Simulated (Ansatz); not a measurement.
Consider the formal exchange of groups at the Al–Si bond: `[NH2][AlH][SiH]1[SiH2]S1` + `[GaH3]` → `[NH2][AlH][GaH2]` + `[SiH2]1[SiH2]S1`.

Program: Ansatz. Geometries: PBE0-D4/def2-TZVP. ΔE: electronic, gas phase. CCSD(T)/CBS adds triple-zeta CCSD(T) − MP2 to the extrapolated MP2 energy (def2 sets, frozen cores). DFT in def2-TZVPP. B3LYP here is the variant with VWN-RPA as its local correlation; programs differ in this. For Ga outer-core shells are correlated without core-valence functions, which leaves a few kJ/mol of doubt a bond. Scalar relativity is left out up to krypton. One conformer a species, not always the lowest.

```tsv
level	ΔE (kJ/mol)	difference from CCSD(T)/CBS
PBE0-D4	10.1	5.2
B3LYP-D4	7.0	2.1
ωB97X-V	7.2	2.3
ωB97M-V	5.7	0.8
B2PLYP	3.3	-1.6
r2SCAN	8.6	3.7
PBE0	5.3	0.4
B3LYP	-1.1	-6.0
MP2/def2-TZVPP	10.4	5.5
SCS-MP2/def2-TZVPP	6.2	1.3
CCSD/def2-TZVPP	3.5	-1.4
CCSD(T)/def2-TZVPP	6.8	1.9
HF/def2-QZVPP	-4.3	-9.2
SCS-MP2/def2-QZVPP	5.4	0.5
HF/CBS(def2)	-4.3	-9.2
CCSD/CBS(def2)	1.6	-3.3
CCSD(T)/CBS	4.9	0
```

Largest T1 diagnostic among the species: 0.014.

In def2-TZVPP, CCSD(T) changes the Hartree–Fock value by +10.8 kJ/mol (the triples alone add +3.3 kJ/mol) and MP2 by +14.3 kJ/mol. The D4 term adds +8.1 kJ/mol with B3LYP and +4.8 kJ/mol with PBE0; it sums over pairs of atoms, weighted by their polarisabilities, and B3LYP, whose exchange is more repulsive, gets the larger term.
